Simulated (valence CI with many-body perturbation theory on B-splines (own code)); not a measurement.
**E1 transitions of Ta XLII**

Computed by relativistic CI+MBPT: four valence electrons over a frozen Dirac-Fock core [Ar] 3d10, radial functions for each j: 11 s, 11 p, 9 d, 7 f, 5 g, 2 h, 1 i, with the one-electron correlation potential Σ1 (screened to all orders), the two-electron term Σ2, the three-electron term Σ3, Breit, model QED; selected single and double excitations, second order for the rest (own B-spline code, finite nucleus).

The last digits are not significant, and no measured levels were compared; by estimate large intervals hold to a few tenths of a per cent, small ones and those within an open d or f shell to about a per cent.

Lines 1 to 50 of 226 in falling wavelength, among levels below 473.95 eV, chosen from the strongest by gf and those to the six lowest levels. Wavelengths and rates use the calculated energies. Electric multipoles are in the length gauge, E1 and E2 with the static RPA response of the core. Weak lines are less certain than strong ones. Lines between different terms over intervals too small for the method are left out, as are lines whose strength nearly cancels. Where a level lies close to another of its J and parity, the split of strength between their lines is uncertain. The highest levels of a list are the least certain.

Levels are named by their leading jj configuration (3d3/2^4 stands for four electrons in 3d with j = 3/2), which in mixed levels can hold well under half, so a name can repeat and another be missing. Letters in brackets count levels of one name in rising energy.

| λ vac (Å) | Upper | Lower | A (s⁻¹) | log gf | Branch % |
| --- | --- | --- | --- | --- | --- |
| 9335 | (4s 4p1/2^2 4p3/2) J=2 | (4s^2 4p3/2^2) J=2 | 3.84e+02 | -4.60 | 0.0 |
| 1879 | (4s 4p1/2^2 4p3/2) J=1 | (4s^2 4p3/2^2) J=0 | 3.68e+04 | -4.23 | 0.0 |
| 789.5 | (4s 4p1/2^2 4p3/2) J=1 | (4s^2 4p3/2^2) J=2 | 2.00e+06 | -3.25 | 0.0 |
| 216.2 | (4s^2 4p1/2 4d3/2) J=2 | (4s^2 4p3/2^2) J=2 | 2.70e+07 | -3.02 | 0.3 |
| 188.0 | (4s^2 4p1/2 4d3/2) J=1 | (4s^2 4p3/2^2) J=0 | 1.75e+07 | -3.56 | 0.0 |
| 168.0 | (4s 4p1/2 4p3/2 4d3/2) J=3 [a] | (4s^2 4p3/2 4d3/2) J=2 | 2.66e+09 | -1.10 | 5.9 |
| 165.2 | (4s^2 4p1/2 4d3/2) J=1 | (4s^2 4p3/2^2) J=2 | 3.01e+08 | -2.43 | 0.0 |
| 162.0 | (4s 4p1/2 4p3/2^2) J=2 [a] | (4s^2 4p3/2^2) J=2 | 1.23e+09 | -1.62 | 8.0 |
| 159.3 | (4s 4p1/2 4p3/2 4d3/2) J=4 | (4s^2 4p3/2 4d3/2) J=3 | 6.58e+09 | -0.65 | 82.5 |
| 155.6 | (4s 4p1/2 4p3/2 4d5/2) J=4 [a] | (4s^2 4p3/2 4d5/2) J=4 | 2.53e+09 | -1.08 | 55.4 |
| 154.5 | (4s 4p1/2^2 4d3/2) J=2 | (4s^2 4p1/2 4d3/2) J=1 | 7.03e+09 | -0.90 | 15.2 |
| 152.8 | (4s 4p1/2^2 4d5/2) J=3 | (4s 4p1/2 4p3/2^2) J=3 | 2.11e+09 | -1.29 | 0.9 |
| 152.5 | (4s^2 4p1/2 4f5/2) J=3 | (4s^2 4p3/2 4d3/2) J=3 | 2.09e+09 | -1.29 | 11.9 |
| 151.5 | (4s^2 4p1/2 4d5/2) J=3 | (4s^2 4p3/2^2) J=2 | 2.57e+09 | -1.21 | 4.6 |
| 148.1 | (4s^2 4p1/2 4f5/2) J=3 | (4s^2 4p3/2 4d3/2) J=2 | 2.05e+09 | -1.33 | 11.7 |
| 146.8 | (4s 4p1/2^2 4d5/2) J=3 | (4s^2 4p1/2 4d5/2) J=2 | 5.76e+09 | -0.89 | 2.5 |
| 145.9 | (4s 4p1/2 4p3/2 4d5/2) J=4 [b] | (4s^2 4p3/2 4d5/2) J=3 | 2.90e+09 | -1.08 | 1.5 |
| 144.3 | (4s 4p1/2 4p3/2 4d3/2) J=2 [b] | (4s^2 4p3/2 4d3/2) J=1 | 3.25e+09 | -1.30 | 1.5 |
| 142.3 | (4s 4p1/2 4p3/2 4d3/2) J=2 [b] | (4s^2 4p3/2 4d3/2) J=2 | 5.05e+09 | -1.12 | 2.3 |
| 141.2 | (4s 4p1/2 4p3/2 4d3/2) J=3 [b] | (4s^2 4p3/2 4d3/2) J=3 | 3.79e+09 | -1.10 | 0.4 |
| 139.2 | (4s 4p1/2 4p3/2 4d5/2) J=5 | (4s^2 4p3/2 4d5/2) J=4 | 1.30e+10 | -0.38 | 100.0 |
| 138.8 | (4s 4p1/2^2 4p3/2) J=2 | (4s^2 4p1/2 4p3/2) J=2 | 9.29e+09 | -0.87 | 44.1 |
| 138.2 | (4s 4p1/2 4p3/2 4d3/2) J=2 [c] | (4s^2 4p3/2 4d3/2) J=3 | 3.34e+09 | -1.32 | 0.3 |
| 137.5 | (4s 4p1/2 4p3/2 4d3/2) J=3 [b] | (4s^2 4p3/2 4d3/2) J=2 | 3.10e+09 | -1.21 | 0.3 |
| 136.1 | (4s 4p1/2 4p3/2 4d3/2) J=1 [b] | (4s^2 4p3/2 4d3/2) J=0 | 7.58e+09 | -1.20 | 0.7 |
| 134.6 | (4s 4p1/2 4p3/2 4d3/2) J=2 [c] | (4s^2 4p3/2 4d3/2) J=2 | 5.62e+09 | -1.12 | 0.5 |
| 133.9 | (4s^2 4p1/2 4d5/2) J=2 | (4s^2 4p3/2^2) J=2 | 2.18e+08 | -2.53 | 0.0 |
| 132.9 | (4s 4p1/2 4p3/2 4d5/2) J=4 [c] | (4s^2 4p3/2 4d5/2) J=3 | 8.75e+09 | -0.68 | 1.3 |
| 132.5 | (4s 4p1/2^2 4p3/2) J=2 | (4s^2 4p1/2 4p3/2) J=1 | 1.18e+10 | -0.81 | 55.9 |
| 132.4 | (4s 4p1/2 4p3/2 4d5/2) J=1 [a] | (4s^2 4p3/2 4d5/2) J=2 | 7.93e+09 | -1.20 | 1.4 |
| 132.4 | (4s 4p1/2 4p3/2 4d3/2) J=2 [d] | (4s^2 4p3/2 4d3/2) J=1 | 3.82e+09 | -1.30 | 0.5 |
| 131.5 | (4s 4p1/2 4p3/2 4d3/2) J=1 [c] | (4s^2 4p3/2 4d3/2) J=1 | 1.21e+10 | -1.02 | 1.5 |
| 131.2 | (4p1/2^2 4p3/2^2) J=2 | (4s 4p1/2 4p3/2^2) J=1 [b] | 7.43e+09 | -1.02 | 1.2 |
| 130.8 | (4s 4p1/2^2 4d3/2) J=1 | (4s^2 4p1/2 4d3/2) J=2 | 2.14e+10 | -0.78 | 42.5 |
| 130.2 | (4s 4p1/2^2 4d5/2) J=3 | (4s^2 4p1/2 4d5/2) J=3 | 8.25e+09 | -0.83 | 3.6 |
| 129.7 | (4s 4p1/2 4p3/2^2) J=1 [a] | (4s^2 4p3/2^2) J=0 | 1.01e+10 | -1.12 | 2.5 |
| 129.3 | (4s 4p1/2 4p3/2^2) J=3 | (4s^2 4p3/2^2) J=2 | 1.04e+10 | -0.74 | 3.6 |
| 129.2 | (4p1/2^2 4p3/2^2) J=2 | (4s 4p1/2 4p3/2^2) J=2 [b] | 1.33e+10 | -0.78 | 2.2 |
| 128.8 | (4s 4p1/2 4p3/2 4d5/2) J=1 [c] | (4s^2 4p3/2 4d5/2) J=1 | 1.16e+10 | -1.06 | 1.8 |
| 127.9 | (4s 4p1/2 4p3/2 4d5/2) J=3 [a] | (4s^2 4p3/2 4d5/2) J=2 | 1.07e+10 | -0.74 | 3.3 |
| 127.5 | (4s 4p1/2 4p3/2 4d5/2) J=2 [c] | (4s^2 4p3/2 4d5/2) J=1 | 1.47e+10 | -0.75 | 2.1 |
| 126.6 | (4s 4p1/2^2 4d3/2) J=2 | (4s^2 4p1/2 4d3/2) J=2 | 1.52e+10 | -0.74 | 32.7 |
| 125.4 | (4p1/2^2 4p3/2^2) J=0 | (4s 4p1/2 4p3/2^2) J=1 [b] | 2.64e+10 | -1.21 | 5.5 |
| 124.2 | (4s 4p1/2 4p3/2^2) J=1 [b] | (4s^2 4p3/2^2) J=0 | 5.96e+09 | -1.38 | 0.7 |
| 123.6 | (4s 4p1/2 4p3/2 4d5/2) J=2 [b] | (4s^2 4p3/2 4d5/2) J=2 | 1.69e+10 | -0.71 | 4.7 |
| 123.3 | (4s 4p1/2^2 4d5/2) J=3 | (4s 4p1/2 4p3/2^2) J=2 [a] | 8.16e+09 | -0.89 | 3.6 |
| 123.0 | (4s 4p1/2^2 4d5/2) J=2 | (4s^2 4p1/2 4d5/2) J=3 | 2.84e+10 | -0.49 | 14.6 |
| 122.9 | (4s 4p1/2 4p3/2 4d5/2) J=3 [d] | (4s^2 4p3/2 4d5/2) J=3 | 1.48e+10 | -0.63 | 1.5 |
| 121.3 | (4s 4p1/2 4p3/2 4d5/2) J=3 [b] | (4s^2 4p3/2 4d5/2) J=4 | 9.10e+09 | -0.85 | 1.5 |
| 121.1 | (4s 4p1/2 4p3/2 4d3/2) J=3 [c] | (4s^2 4p3/2 4d3/2) J=3 | 7.21e+09 | -0.95 | 0.8 |
